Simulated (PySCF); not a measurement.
Computed shifts of a molecule C3H4Cl2Si, PBE/pcSseg-1 in PySCF, GIAO, gas phase, atoms alike by connectivity averaged where their shifts nearly agree, in ppm (number of nuclei): ¹³C: 102.5 (1), 87.9 (1), 11.8 (1). ²⁹Si: 9.1 (1). ¹H: 2.81 (1), 1.00 (3). References: ¹³C against TMS (σ = 182.0 ppm); ²⁹Si against TMS (σ = 335.4 ppm); ³⁵Cl against HCl (σ = 936.5 ppm); ¹H against TMS (σ = 31.49 ppm), references at their B3LYP-D3(BJ)/def2-TZVP geometries, non-relativistic (without spin–orbit terms, shifts of atoms bonded to Cl or Br come out too high). Coordinates come from a PBE0-D3(BJ)/def2-SVP optimisation. One conformer was computed; it need not be the lowest.

Question: Pick the molecule that these values belong to.
A. ClC=C=C[SiH2]Cl
B. ClC1=C[Si@H](Cl)C1
C. C#C[Si](C)(Cl)Cl
D. [SiH3]C(Cl)=C=CCl

Answer: C, C#C[Si](C)(Cl)Cl
